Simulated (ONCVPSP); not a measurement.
**Cutoff test, tantalum, ONCV**

tantalum (Ta), optimised norm-conserving Vanderbilt (ONCV), made with ONCVPSP 4.0.1 (PBE, scalar-relativistic). Core [Xe] 4f14, reference 5d3 6s2. Waves: 6s: rc 3.00 bohr, ncon 4, nbas 7, qcut 1.8 1/bohr, 2 projectors, debl 1.7 Ha; p scattering state at 0.31 Ha: rc 2.95 bohr, ncon 3, nbas 8, qcut 2.6 1/bohr, 2 projectors, debl 3.9 Ha; 5d: rc 1.90 bohr, ncon 3, nbas 6, qcut 5.6 1/bohr, 2 projectors, debl 0.5 Ha. Local part: polynomial inside 1.90 bohr (lpopt 3, dvloc0 6 Ha). Core correction: Teter function fitted to the true core (icmod 2), fcfact 0.35.

In the p channel the program set the typed energies aside and used 0.050, 3.950 Ha.

Task: For each optimised wave give the share of its norm inside rc, the residual kinetic energy above qcut (Ha) and the cutoffs (Ha) for errors of 10, 1, 0.1 and 0.01 mHa per electron.

Result:

```csv
wave,norm inside rc,residual KE,10 mHa,1 mHa,0.1 mHa,0.01 mHa
6s,0.453,9.3e-03,1.5,8.9,12.8,15.0
s projector 2,0.184,2.1e-01,6.1,14.8,17.9,19.8
p projector 1,0.320,4.9e-05,1.3,2.4,3.2,6.9
p projector 2,0.203,2.5e-01,18.4,35.5,67.6,not reached
5d,0.451,5.2e-05,9.4,12.5,14.9,30.7
d projector 2,0.141,3.2e-05,8.6,11.9,14.4,18.2
```

The occupied waves need 12 Ha and 15 Ha for 1 and 0.1 mHa. The cutoffs count occupied waves only; projector 2 of the p channel, the hardest unoccupied one, needs 36 Ha at the loose tolerance.
